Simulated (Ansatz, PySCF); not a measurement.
Gas-phase reaction (SMILES): C[Si](C)(C)Br [bromo(trimethyl)silane] -> C[Si](C)Br + [CH3] (CH3); the C-Si bond at the site shown breaks (other sites are not compared here).

Each molecule is optimised on its own at B3LYP-D3(BJ)/def2-TZVP (Ansatz, an electronic-structure program). Valence correlation only, unless marked. Open shells are spin-unrestricted. Spin-orbit coupling is left out. The frozen core is the preceding noble-gas configuration, with the filled d and f shells of earlier blocks. No relativistic terms. CBS(X,Y): correlation extrapolated as X^-3; Hartree-Fock from the larger set. The bracket is a focal-point correction in the basis named. Thermal terms are rigid-rotor harmonic-oscillator values from B3LYP-D3(BJ) frequencies (Ansatz or PySCF) at 298.15 K and 1 atm. 1 Eh = 627.5095 kcal/mol. Electronic entropy comes from spin alone.

```csv
species,"E, RI-MP2/CBS(def2-TZVPP,def2-QZVPP)+[CCSD(T)-MP2]/def2-TZVPP (Ansatz) (Eh)","E, PBE/def2-TZVPD (Ansatz) (Eh)",H - E (Eh),G - E (Eh)
C[Si](C)(C)Br,-2981.43397,-2982.81625,0.12157,0.07922
C[Si](C)Br,-2941.49811,-2942.88493,0.08198,0.04195
[CH3] (CH3),-39.78172,-39.78820,0.03371,0.01164
```

Problem. Work out ΔE and ΔH, ΔG, ΔS and the equilibrium constant at 298.15 K at the first level, then ΔH at the second.

Solution. 
1. ΔE = [(-2941.49811) + (-39.78172)] - [(-2981.43397)] = 0.15414 Eh = 96.7 kcal/mol at RI-MP2/CBS(def2-TZVPP,def2-QZVPP)+[CCSD(T)-MP2]/def2-TZVPP.
2. The terms H - E add up to -0.00588 Eh, so ΔH = (0.15414 + (-0.00588))×627.5095 = 93.0 kcal/mol.
3. The terms G - E add up to -0.02563 Eh, so ΔG = 80.6 kcal/mol, and ΔS = (-0.00588 - (-0.02563))×627509.5/298.15 = 41.6 cal/(mol K).
4. log10 K = -ΔG/(RT ln 10) = -59.1, with RT ln 10 = 1.3642 kcal/mol.
5. With ΔH and ΔS taken as constant, ΔG changes sign near ΔH/ΔS = 2240 K, a rough figure that leaves out heat capacities.
6. At PBE/def2-TZVPD the same steps give ΔE = 89.8 and ΔH = 86.1 kcal/mol, a shift of -6.9 from the first level.
7. These values are not checked against measurement here, since the tables used lack a sound gas-phase enthalpy of formation for at least one species.
